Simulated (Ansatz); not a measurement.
`c1csc(-c2cnc(-c3cnc(-c4cnc(-c5cncs5)s4)s3)s2)n1`, relaxed as a singlet with RKS r2SCAN-D4/def2-SVP in Ansatz, starting from the GFN2-xTB geometry. Force threshold 0.03 eV/Å.

Single mean-field runs in def2-SVP are fitted with def2-universal-jkfit.

Start:

```csv
atom,x (Å),y (Å),z (Å)
C1,0.983,7.857,-2.154
C2,2.047,7.734,-1.312
S3,2.121,6.146,-0.665
C4,0.680,5.759,-1.602
C5,0.076,4.472,-1.583
C6,-1.053,4.090,-2.281
N7,-1.442,2.828,-2.110
C8,-0.668,2.174,-1.295
C9,-0.873,0.812,-0.948
C10,-1.897,0.002,-1.406
N11,-1.897,-1.247,-0.947
C12,-0.909,-1.480,-0.133
C13,-0.696,-2.739,0.487
C14,-1.476,-3.870,0.327
N15,-1.087,-4.944,1.012
C16,-0.019,-4.725,1.720
C17,0.595,-5.714,2.538
C18,0.178,-7.018,2.702
N19,0.930,-7.759,3.530
C20,1.913,-7.089,4.015
S21,2.017,-5.439,3.493
S22,0.607,-3.085,1.576
S23,0.140,-0.090,0.131
S24,0.665,3.132,-0.656
N25,0.234,6.752,-2.304
H26,0.709,8.746,-2.691
H27,2.778,8.468,-1.042
H28,-1.606,4.745,-2.928
H29,-2.659,0.330,-2.088
H30,-2.345,-3.918,-0.302
H31,-0.680,-7.444,2.218
H32,2.635,-7.488,4.699
```

Problem. Estimate the energy that the relaxation releases and the steps that it takes.

Solution. 18.8 kJ/mol, in 5 steps; 13 s on 2 threads of AMD EPYC 7R13 on a shared host and a share (18 GiB) of an NVIDIA H100 80GB HBM3. No frequencies were taken in this run, so the end may be a saddle point.

Problem. Does the start keep its bonding and symmetry?

Solution. By distances, no bond broke or formed. The bond that changes most is C20–H32, from 1.07 to 1.09 Å (atoms count from 1). Point group Cs at the start, Cs at the end, both within 0.05 Å.

Problem. Predict the relaxed structure.

Solution. 
```csv
atom,x (Å),y (Å),z (Å)
C1,1.035,7.907,-2.134
C2,2.104,7.759,-1.279
S3,2.138,6.152,-0.662
C4,0.697,5.792,-1.607
C5,0.065,4.495,-1.600
C6,-1.073,4.126,-2.310
N7,-1.490,2.854,-2.152
C8,-0.710,2.185,-1.327
C9,-0.923,0.807,-0.980
C10,-1.952,-0.010,-1.443
N11,-1.962,-1.276,-0.985
C12,-0.960,-1.504,-0.160
C13,-0.732,-2.773,0.475
C14,-1.506,-3.921,0.323
N15,-1.105,-5.005,1.017
C16,-0.025,-4.759,1.726
C17,0.619,-5.741,2.563
C18,0.219,-7.059,2.747
N19,0.989,-7.797,3.588
C20,1.976,-7.091,4.064
S21,2.043,-5.440,3.510
S22,0.577,-3.111,1.567
S23,0.084,-0.109,0.102
S24,0.628,3.132,-0.681
N25,0.255,6.809,-2.312
H26,0.791,8.834,-2.659
H27,2.854,8.494,-0.989
H28,-1.609,4.819,-2.962
H29,-2.716,0.345,-2.139
H30,-2.389,-3.955,-0.318
H31,-0.655,-7.490,2.256
H32,2.730,-7.467,4.760
```
Bond lengths: 10 × C–S 1.72 to 1.76 Å; 10 × C–N 1.30 to 1.36 Å; 9 × C–C 1.38 to 1.44 Å; 7 × C–H 1.09 Å.
